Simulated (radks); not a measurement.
Results of a calculation; reference values are marked as such.
Effect of the nuclear size on the promethium ion Pm+, [Xe] 4f5 6s1. Code: a radial shooting solver on a logarithmic mesh with Libxc functionals. Model: Dirac Kohn-Sham, PBE, spin-unpolarised, spherical densities, finite nucleus; open shells are shared between the two j in proportion to 2j + 1; Fermi nuclear charge, rms radius 4.962 fm. The rms radius is varied about that value; shifts are against it.

rms radius (fm)  total energy shift (eV)  density at nucleus (e/bohr^3)  1s1/2 shift (meV)  2s1/2 shift (meV)  5s1/2 shift (meV)  5p1/2 shift (meV)  6s1/2 shift (meV)  4f7/2 shift (meV)  6p1/2 (empty) shift (meV)
4.2177                             -4.07                      5.115e+05              -1680               -211              -1.59              0.146             -0.149              0.272                      0.046
4.5204                             -2.48                      5.034e+05              -1020               -129             -0.970              0.089             -0.090              0.165                      0.028
4.962                                  0                      4.927e+05              0.000              0.000              0.000              0.000              0.000              0.000                      0.000
5.3788                              2.50                      4.836e+05               1030                130              0.979             -0.090              0.091             -0.167                     -0.028
5.8998                              5.84                      4.734e+05               2420                303               2.29             -0.210              0.213             -0.390                     -0.066

Slopes of the eigenvalues against <r^2> in GHz/fm^2, as finite differences over the two radii next to the reference (eigenvalue slopes, not the field-shift constants of lines): 1s1/2 58600, 2s1/2 7360, 5s1/2 55.4, 5p1/2 -5.08, 6s1/2 5.17, 4f7/2 -9.45, 6p1/2 (empty) -1.60.
